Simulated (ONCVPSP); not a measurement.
**O (Z = 8) ONCV: all-electron and pseudo phase curves**

- Element: O (Z = 8)
- Generator: ONCVPSP 4.0.1
- Type: optimised norm-conserving Vanderbilt (ONCV)
- Functional: PBE
- Relativity: scalar-relativistic
- Frozen core: [He]
- Valence charge: 6
- Reference configuration: 2s2 2p4
- Partial waves: 2s: rc 1.00 bohr, ncon 3, nbas 6, qcut 5.3 1/bohr, 2 projectors, debl 3.8 Ha; 2p: rc 1.10 bohr, ncon 5, nbas 9, qcut 9.7 1/bohr, 1 projector
- Local potential: polynomial inside 0.65 bohr (lpopt 5, dvloc0 2 Ha)
- Core correction: Teter function, fcfact 3.5, rcfact 1.4

The phase is arctan(r·R′/R) of the radial function R(r), unwrapped; energies in Ha, scanned from -2 to 5 Ha. A pole is an energy at which the radial function vanishes at the test radius. The pseudo phase is shifted by a multiple of π to meet the all-electron one at the reference energy, and phase errors are pseudo minus all-electron; the curves can meet again beyond the range given. Levels narrower than the energy grid can be missing from the lists of poles.

```tsv
channel	radius (bohr)	reference energy (Ha)	poles, all-electron	poles, pseudo	unbroken range about the reference energy with phases within 0.05 rad	phase error 1 Ha above the reference energy (rad)
s	1.01	-0.88	3.39	3.39	the whole range	+0.000
p	1.12	-0.33	1.84	1.88	below 4.4	+0.001
```

Phases in the s channel:

```csv
E (Ha),all-electron,pseudo
-1.98,-0.361,-0.361
-1.62,-0.589,-0.589
-1.26,-0.781,-0.781
-0.90,-0.936,-0.936
-0.54,-1.058,-1.058
-0.18,-1.154,-1.154
0.18,-1.232,-1.232
0.54,-1.295,-1.295
0.90,-1.348,-1.348
1.26,-1.393,-1.393
1.62,-1.432,-1.432
1.98,-1.466,-1.466
2.34,-1.496,-1.496
2.70,-1.524,-1.524
3.06,-1.549,-1.549
3.42,-1.573,-1.573
3.78,-1.596,-1.596
4.14,-1.617,-1.617
4.50,-1.639,-1.639
4.86,-1.660,-1.661
```
